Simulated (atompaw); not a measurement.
Before and after: PAW (atompaw) potential for hafnium

atompaw 4.2.0.5 input, output lines left out:

```
Hf 72
LDA-PW scalarrelativistic loggrid 2001 logderivrange -2 5 176
6 6 5 4 0 0
6 0 1.5
6 1 0
5 2 2.5
0 0 0
c
c
c
c
c
v
c
c
c
c
v
c
c
v
c
2
3.00 2.55 2.20 2.65
y
0.45
n
y
2.3
n
y
2.4
n
custom polynom gramschmidtortho sinc
3 0.5 troulliermartins
3.00
2.30
3.00
3.00
2.35
2.35
```

Change: functional PBEsol.

Cutoffs: the cutoffs (Ry, on a coarse ladder) from which the occupation-weighted sum of valence levels, in a spherical-Bessel basis at the reference potential, stays within 10 and 1 mRy of its value at 400 Ry; they do not see the model core or the augmentation charge, which bear on the density cutoff.

Question: What does the change do?

Answer: The potential gets harder (21 Ry and 30 Ry → 25 Ry and 30 Ry); both files keep a bound ghost (d, p, s).

```csv
quantity,base,changed
"cutoff, loose",21 Ry,25 Ry
"cutoff, tight",30 Ry,30 Ry
loose cutoff by channel (10 mRy a level),"s 6 Ry, d 18 Ry","s 6 Ry, d 21 Ry"
bound ghosts,"p, d, s","p, d, s"
s: phases at 3.00 bohr within 0.05 rad from the reference energy up to (Ry; the scan ends near 5),2.5,2.4
p: phases at 3.00 bohr within 0.05 rad from the reference energy up to (Ry; the scan ends near 5),4.3,4.3
d: phases at 3.00 bohr within 0.05 rad from the reference energy up to (Ry; the scan ends near 5),to the end of the scan,to the end of the scan
lowest overlap eigenvalue by channel,"s 0.02, p 0.28, d 0.67","s 0.02, p 0.28, d 0.68"
```

 A true bound ghost makes a file unfit for plane-wave use even where its test errors are small: the radial tests pick states by their node count and pass the ghost by. The cutoffs see the waves, projectors and local potential, not the compensation charge or the core.
